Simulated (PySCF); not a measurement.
A structure optimised at B3LYP-D3(BJ)/def2-SVP, used in a PySCF frequency run:

```xyz
10

C     -1.9605    -1.3765     0.4041
C     -1.0572    -0.3401    -0.1943
Cl    -1.9053     1.0521    -0.8780
C      0.2512    -0.3855    -0.2493
C      1.5555    -0.4460    -0.2964
Cl     2.5965     0.1882     0.9648
H     -2.6575    -1.7595    -0.3585
H     -1.3742    -2.2116     0.8112
H     -2.5641    -0.9309     1.2110
H      2.1128    -0.8944    -1.1242
```
Charge 0, spin multiplicity 1.

### Question
Write its SMILES and formula.

### Answer
CC(Cl)=C=CCl, C4H4Cl2

### Question
What are its rotational constants (standard atomic weights)?

### Answer
4.7129, 0.94258, 0.83819 GHz
